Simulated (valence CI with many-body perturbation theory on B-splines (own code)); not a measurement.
**Level structure of Zr VIII**

Method: relativistic CI+MBPT: five valence electrons over a frozen Dirac-Fock core [Ar] 3d10, radial functions for each j: 9 s, 9 p, 8 d, 6 f, 3 g, 1 h, with the one-electron correlation potential Σ1 (screened to all orders), the two-electron term Σ2, the three-electron term Σ3, Breit, model QED; selected single and double excitations, second order for the rest, scaled by the run's own slope (own B-spline code, finite nucleus).

No measured spectrum was set against this ion. As an estimate, levels hold to about 250 cm⁻¹ or 0.2 % of their energy and the worst to 1 %, as in measured heavy ions of charge 2 to 7; those with d or f electrons hold less well. Among the levels kept, up to 800 cm⁻¹ of a level comes from second order outside the variational space, and about a tenth of that is noise between levels of different J, which matters for small intervals.

Levels 1 to 45 of 48, with energies above the lowest level, 4s²4p³ ⁴S°_3/2. "Leading %" is the weight of the configuration and term that name the level; weights of strongly mixed levels are sums over their largest components and can fall short. In the jj column 3d3/2^4 stands for four electrons in 3d with j = 3/2. Lifetimes count E1, E2, E3, M1 and M2 decay at the calculated energies, and are blank where another channel may lead or the interval is too uncertain; long ones can be off by a factor of two.

| No. | Configuration | Term | J | E (eV) | Leading % | Lifetime | Leading jj |
| --- | --- | --- | --- | --- | --- | --- | --- |
| 1 | 4s²4p³ | ⁴S° | 3/2 | 0.000 | 88 |  | 4s^2 4p1/2^2 4p3/2 (49 %) |
| 2 | 4s²4p³ | ²D° | 3/2 | 2.889 | 77 | 18.4 ms | 4s^2 4p1/2 4p3/2^2 (57 %) |
| 3 | 4s²4p³ | ²D° | 5/2 | 3.604 | 97 | 165 ms | 4s^2 4p1/2 4p3/2^2 (97 %) |
| 4 | 4s²4p³ | ²P° | 1/2 | 5.777 | 96 | 5.70 ms | 4s^2 4p1/2 4p3/2^2 (96 %) |
| 5 | 4s²4p³ | ²P° | 3/2 | 6.917 | 74 | 2.34 ms | 4s^2 4p3/2^3 (86 %) |
| 6 | 4s4p⁴ | ⁴P | 5/2 | 23.327 | 88 | 731 ps | 4s 4p1/2^2 4p3/2^2 (74 %) |
| 7 | 4s4p⁴ | ⁴P | 3/2 | 24.582 | 89 | 629 ps | 4s 4p1/2 4p3/2^3 (73 %) |
| 8 | 4s4p⁴ | ⁴P | 1/2 | 25.035 | 87 | 575 ps | 4s 4p1/2^2 4p3/2^2 (34 %) |
| 9 | 4s4p⁴ | ²D | 3/2 | 28.700 | 78 | 279 ps | 4s 4p1/2 4p3/2^3 (47 %) |
| 10 | 4s4p⁴ | ²D | 5/2 | 29.067 | 80 | 342 ps | 4s 4p1/2 4p3/2^3 (69 %) |
| 11 | 4s4p⁴ | ²S | 1/2 | 32.859 | 52 | 106 ps | 4s 4p1/2^2 4p3/2^2 (48 %) |
| 12 | 4s4p⁴ | ²P | 3/2 | 33.045 | 58 | 95.0 ps | 4s 4p1/2 4p3/2^3 (42 %) |
| 13 | 4s4p⁴ | ²P | 1/2 | 35.079 | 35 | 118 ps | 4s 4p3/2^4 (46 %) |
| 14 | 4s²4p²4d | ⁴F | 3/2 | 36.531 | 86 | 1.38 ns | 4s^2 4p1/2^2 4d3/2 (55 %) |
| 15 | 4s²4p²4d | ⁴F | 5/2 | 37.041 | 80 | 1.68 ns | 4s^2 4p1/2 4p3/2 4d3/2 (47 %) |
| 16 | 4s²4p²4d | ⁴F | 7/2 | 37.830 | 85 | 11.8 ns | 4s^2 4p1/2 4p3/2 4d5/2 (73 %) |
| 17 | 4s²4p²4d | ²F | 5/2 | 38.042 | 71 | 2.31 ns | 4s^2 4p1/2 4p3/2 4d3/2 (72 %) |
| 18 | 4s²4p²4d | ⁴D | 1/2 | 38.450 | 93 | 563 ps | 4s^2 4p1/2 4p3/2 4d3/2 (79 %) |
| 19 | 4s²4p²4d | ²F | 7/2 | 38.570 | 48 | 13.5 ns | 4s^2 4p1/2 4p3/2 4d5/2 (50 %) |
| 20 | 4s²4p²4d | ⁴D | 3/2 | 38.585 | 85 | 420 ps | 4s^2 4p1/2 4p3/2 4d3/2 (52 %) |
| 21 | 4s²4p²4d | ⁴F | 9/2 | 38.661 | 89 |  | 4s^2 4p1/2 4p3/2 4d5/2 (60 %) |
| 22 | 4s²4p²4d | ⁴D | 5/2 | 39.222 | 61 | 533 ps | 4s^2 4p1/2 4p3/2 4d5/2 (56 %) |
| 23 | 4s²4p²4d | ⁴D | 7/2 | 40.484 | 44 | 8.61 ns | 4s^2 4p3/2^2 4d5/2 (81 %) |
| 24 | 4s²4p²4d | ²P | 3/2 | 41.622 | 58 | 19.9 ps | 4s^2 4p1/2 4p3/2 4d5/2 (47 %) |
| 25 | 4s²4p²4d | ²G | 7/2 | 42.025 | 86 | 890 ps | 4s^2 4p1/2 4p3/2 4d3/2 (36 %) |
| 26 | 4s²4p²4d | ²G | 9/2 | 42.460 | 88 | 5.14 ms | 4s^2 4p3/2^2 4d5/2 (60 %) |
| 27 | 4s²4p²4d | ⁴P | 5/2 | 43.025 | 80 | 11.4 ps | 4s^2 4p1/2 4p3/2 4d5/2 (48 %) |
| 28 | 4s²4p²4d | ²P | 1/2 | 43.159 | 56 | 18.2 ps | 4s^2 4p3/2^2 4d5/2 (36 %) |
| 29 | 4s²4p²4d | ⁴P | 3/2 | 43.412 | 68 | 12.5 ps | 4s^2 4p1/2 4p3/2 4d3/2 (39 %) |
| 30 | 4s²4p²4d | ⁴P | 1/2 | 43.862 | 71 | 11.2 ps | 4s^2 4p3/2^2 4d3/2 (49 %) |
| 31 | 4s²4p²4d | ²D | 3/2 | 44.123 | 70 | 41.8 ps | 4s^2 4p1/2 4p3/2 4d5/2 (38 %) |
| 32 | 4s²4p²4d | ²D | 5/2 | 45.290 | 82 | 17.7 ps | 4s^2 4p3/2^2 4d5/2 (28 %) |
| 33 | 4s²4p²4d | ²D | 3/2 | 46.121 | 76 | 13.2 ps | 4s^2 4p3/2^2 4d3/2 (41 %) |
| 34 | 4s²4p²4d | ²D | 5/2 | 46.420 | 89 | 44.0 ps | 4s^2 4p3/2^2 4d5/2 (63 %) |
| 35 | 4s²4p²4d | ²P | 1/2 | 46.848 | 79 | 15.9 ps | 4s^2 4p1/2 4p3/2 4d5/2 (72 %) |
| 36 | 4s²4p²4d | ²F | 5/2 | 47.364 | 68 | 8.70 ps | 4s^2 4p1/2 4p3/2 4d3/2 (39 %) |
| 37 | 4s²4p²4d | ²P | 3/2 | 48.040 | 81 | 15.1 ps | 4s^2 4p3/2^2 4d5/2 (59 %) |
| 38 | 4s²4p²4d | ²S | 1/2 | 48.112 | 66 | 14.8 ps | 4s^2 4p3/2^2 4d5/2 (28 %) |
| 39 | 4s²4p²4d | ²F | 7/2 | 48.140 | 94 | 8.58 ps | 4s^2 4p1/2 4p3/2 4d5/2 (50 %) |
| 40 | 4s²4p²4d | ²D | 3/2 | 50.109 | 92 | 10.4 ps | 4s^2 4p3/2^2 4d3/2 (53 %) |
| 41 | 4s²4p²4d | ²D | 5/2 | 50.161 | 68 | 9.72 ps | 4s^2 4p3/2^2 4d5/2 (66 %) |
| 42 | 4p⁵ | ²P° | 3/2 | 53.904 | 66 | 154 ps | 4p1/2^2 4p3/2^3 (66 %) |
| 43 | 4s4p³4d | ⁶D° | 1/2 | 55.063 | 97 | 7.59 ns | 4s 4p1/2 4p3/2^2 4d3/2 (50 %) |
| 44 | 4s4p³4d | ⁶D° | 3/2 | 55.100 | 96 | 6.88 ns | 4s 4p1/2 4p3/2^2 4d3/2 (46 %) |
| 45 | 4s4p³4d | ⁶D° | 5/2 | 55.150 | 96 | 8.98 ns | 4s 4p1/2 4p3/2^2 4d3/2 (35 %) |

Names give the largest LS component (configuration and term), which can be under half, so a name can repeat, a term be missing and a line seem to break the LS rules; names also repeat where a configuration has a term twice.

The ionisation energy to 4s²4p² ³P0 of the next ion comes out as 133.5 eV (NIST: 133.7 ± 0.5 eV (semi-empirical)). All 48 levels together are meant to be complete up to 57.449 eV.
